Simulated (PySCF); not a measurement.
Geometry:
```json
{"atom": "C1", "x (Å)": "-2.191", "y (Å)": "0.950", "z (Å)": "-1.341"}
{"atom": "C2", "x (Å)": "-1.385", "y (Å)": "-0.319", "z (Å)": "-1.621"}
{"atom": "C3", "x (Å)": "-2.024", "y (Å)": "-1.544", "z (Å)": "-0.968"}
{"atom": "C4", "x (Å)": "0.055", "y (Å)": "-0.160", "z (Å)": "-1.198"}
{"atom": "C5", "x (Å)": "1.111", "y (Å)": "-0.235", "z (Å)": "-2.045"}
{"atom": "Si6", "x (Å)": "2.672", "y (Å)": "0.030", "z (Å)": "-1.068"}
{"atom": "C7", "x (Å)": "1.667", "y (Å)": "0.233", "z (Å)": "0.525"}
{"atom": "F8", "x (Å)": "2.125", "y (Å)": "0.470", "z (Å)": "1.751"}
{"atom": "C9", "x (Å)": "0.362", "y (Å)": "0.098", "z (Å)": "0.233"}
{"atom": "H10", "x (Å)": "-3.224", "y (Å)": "0.839", "z (Å)": "-1.704"}
{"atom": "H11", "x (Å)": "-2.243", "y (Å)": "1.166", "z (Å)": "-0.262"}
{"atom": "H12", "x (Å)": "-1.745", "y (Å)": "1.825", "z (Å)": "-1.837"}
{"atom": "H13", "x (Å)": "-1.374", "y (Å)": "-0.481", "z (Å)": "-2.712"}
{"atom": "H14", "x (Å)": "-2.060", "y (Å)": "-1.446", "z (Å)": "0.128"}
{"atom": "H15", "x (Å)": "-1.462", "y (Å)": "-2.460", "z (Å)": "-1.205"}
{"atom": "H16", "x (Å)": "-3.059", "y (Å)": "-1.674", "z (Å)": "-1.322"}
{"atom": "H17", "x (Å)": "0.972", "y (Å)": "-0.418", "z (Å)": "-3.113"}
{"atom": "H18", "x (Å)": "3.606", "y (Å)": "-1.134", "z (Å)": "-1.010"}
{"atom": "H19", "x (Å)": "3.451", "y (Å)": "1.256", "z (Å)": "-1.413"}
{"atom": "H20", "x (Å)": "-0.423", "y (Å)": "0.171", "z (Å)": "0.991"}
```

All values are calculated (PySCF): geometry: PBE0-D3(BJ)/def2-SVP, shielding tensors at PBE0/pcSseg-1 (GIAO). No solvent model, non-relativistic, averaged over atoms made equivalent by symmetry, fast rotation or ring inversion, a single conformation.

Chemical shifts δ = σref − σ; 13C (σ = 184.41 ppm) vs TMS, all at this level.

Do the 13C shifts follow the atomic charges (in e)? Tabulate both.

Answers


```tsv
atoms	hybridisation	δ (ppm)	σ para (ppm)	Hirshfeld	IAO	Mulliken	ESP-fitted
C7	sp2	185.6	-256	-0.00	+0.03	+0.06	+0.02
C4	sp2	178.1	-258	+0.02	+0.05	-0.21	-0.07
C9	sp2	128.9	-202	-0.08	-0.22	-0.11	-0.19
C5	sp2	109.5	-182	-0.17	-0.49	-0.34	-0.48
C2	sp3	41.8	-101	-0.02	-0.10	-0.27	+0.45
C1/C3	sp3	22.8	-86	-0.11	-0.41	-0.21	-0.54
```

Correlation coefficients of δ with charge over these carbons: Hirshfeld +0.46, IAO +0.60, Mulliken +0.55, ESP-fitted +0.08; with the paramagnetic shielding -1.00. Among the 4 sp2 carbons alone: Hirshfeld +0.95, IAO +0.97, Mulliken +0.67, ESP-fitted +0.93. With so few points, grouped by hybridisation, these coefficients are fragile. Charge is one influence among several: hybridisation and low-lying excitations act through the paramagnetic term.

Shifts are as computed. Against solution values, carbons near 30 ppm lie about +2 ppm off and those near 130 ppm about +5 ppm. Of 1309 compounds with measured shifts, 239 miss one by over three times the rms of a fit or turn the order of signals round; such compounds aren't used in these exercises.
